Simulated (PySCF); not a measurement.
Molecule: sum formula Si₂N₂H₇, net charge -1, singlet state. It need not be the lowest isomer of its formula. Whether it binds its extra electron was not tested at this geometry. 
Structure (B3LYP-D3(BJ)/def2-TZVP (Ansatz) minimum search):
```
Si
N 1 1.7479
H 2 1.0095 1 118.85
H 2 1.0270 3 110.88 1 123.76
H 1 1.5051 2 109.89 3 -95.32
H 1 1.5095 5 101.42 2 -117.37
N 4 2.1880 2 135.58 3 -138.41
H 7 1.0153 4 144.23 2 -162.66
Si 7 1.6638 8 117.86 4 -154.77
H 9 1.5264 7 121.32 8 58.40
H 9 1.5267 10 98.98 7 135.80
```
Charge -1, spin multiplicity 1.

Dispersion corrections to the total energy (kcal/mol) from the dftd3 and dftd4 libraries through PySCF: D3(BJ) without and D4 with the three-body term, each with the damping fitted for the functional named.

```csv
functional,D3(BJ),D4
HF,-44.27,-22.28
B2GP-PLYP,(withheld),-2.83
TPSS,-7.37,-8.91
PW6B95,-3.30,-5.58
CAM-B3LYP,(withheld),-5.73
BHLYP,-8.53,-8.35
revPBE,(withheld),-19.17
```

Task: Complete the blanks.

Result: 
- B2GP-PLYP, D3(BJ): -4.84
- CAM-B3LYP, D3(BJ): -4.87
- revPBE, D3(BJ): -13.91
